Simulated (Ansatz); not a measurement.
Isolated molecules relaxed with PBE0-D4/def2-TZVP in Ansatz; ΔE leaves out vibrations. CCSD(T)/CBS is the MP2 limit (def2-TZVPP, def2-QZVPP) plus CCSD(T) − MP2 in def2-TZVPP, frozen cores. This one scheme is used for every species. DFT in def2-TZVPP. B3LYP here is the variant with VWN-RPA as its local correlation; programs differ in this. HSE06 is defined as in plane-wave codes. For Ge outer-core shells are correlated without core-valence functions, which leaves a few kJ/mol of doubt a bond. Scalar relativity is left out up to krypton.

`[F][Ge]([F])([Cl])[Cl]` + `C#N` → `N#[C][Ge]([F])([Cl])[Cl]` + H–F  (formal exchange of groups at a Ge–F bond)

`[F][Ge]([F])([Cl])[Cl]`:

Cartesian coordinates in Å:
```
F -1.370 0.931 -0.520
Ge -0.019 0.005 -0.048
F 0.568 -0.737 -1.466
Cl -0.634 -1.475 1.304
Cl 1.455 1.276 0.730
```

`C#N`:

```xyz
3

C    -0.020    0.014    0.007
N     0.892   -0.609   -0.296
H    -0.871    0.595    0.289
```

`N#[C][Ge]([F])([Cl])[Cl]`:

```xyz
6

N     1.043    2.174   -0.841
C     0.584    1.181   -0.485
Ge   -0.189   -0.446    0.133
F     0.237   -1.656   -0.995
Cl   -2.283   -0.286    0.183
Cl    0.608   -0.968    2.005
```

H–F:

Z-matrix (Å, degrees):
```
F
H 1 0.920
```

```tsv
level	ΔE (kcal/mol)	difference from CCSD(T)/CBS
LDA (SPW92)	13.6	0.6
PBE-D4	13.3	0.3
revPBE-D4	12.7	-0.3
BLYP-D4	14.7	1.7
r2SCAN-D4	15.7	2.7
B97M-V	16.4	3.4
PBE0-D4	13.1	0.1
B3LYP-D4	14.6	1.6
r2SCANh-D4	15.4	2.4
r2SCAN0-D4	14.9	1.9
HSE06-D4	13.1	0.1
BHLYP-D4	15.1	2.1
CAM-B3LYP-D4	15.7	2.7
ωB97X-V	15.4	2.4
ωB97M-V	14.8	1.8
B2PLYP	15.0	2.0
PBE-QIDH	13.2	0.2
PBE	14.2	1.2
BLYP	16.3	3.3
r2SCAN	15.9	2.9
PBE0	13.9	0.9
B3LYP	16.0	3.0
r2SCANh	15.6	2.6
r2SCAN0	15.3	2.3
HSE06	13.8	0.8
BHLYP	16.4	3.4
CAM-B3LYP	16.6	3.6
LC-ωPBE	15.2	2.2
RPA@PBE/def2-TZVPP	12.6	-0.4
MP2/def2-SVP	15.6	2.6
CCSD/def2-SVP	16.3	3.3
CCSD(T)/def2-SVP	15.9	2.9
HF/def2-TZVPP	17.8	4.8
SCS-MP2/def2-TZVPP	13.1	0.1
CCSD/def2-TZVPP	13.5	0.5
CCSD(T)/def2-TZVPP	12.9	-0.1
HF/def2-QZVPP	18.5	5.5
HF/CBS(def2)	18.6	5.6
MP2/CBS(def2)	12.0	-1.0
CCSD/CBS(def2)	13.6	0.6
CCSD(T)/CBS	13.0	0
```

Largest T1 diagnostic among the species: 0.014.

Leaving LDA and LC-ωPBE aside and taking each functional with its dispersion term where it has one, the values spread over 3.7 kcal/mol, from revPBE-D4 to B97M-V. The D4 term adds −1.4 kcal/mol with B3LYP and −0.8 kcal/mol with PBE0; it sums over pairs of atoms, weighted by their polarisabilities, and B3LYP, whose exchange is more repulsive, gets the larger term.
